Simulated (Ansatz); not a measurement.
Name a neutral molecule of C, In, N and H with LUMO energy (PBE/def2-TZVPP) between -1.00 and -0.70 eV and HOMO–LUMO gap (PBE/def2-TZVPP) between 4.15 and 4.45 eV (Ansatz, PBE0-D4/def2-TZVP geometry).

`[CH3][InH-]([CH3])[NH3+]` (-0.99 eV, 4.40 eV). Other molecules can fit too; these were computed, each in one conformer that needn't be the lowest.
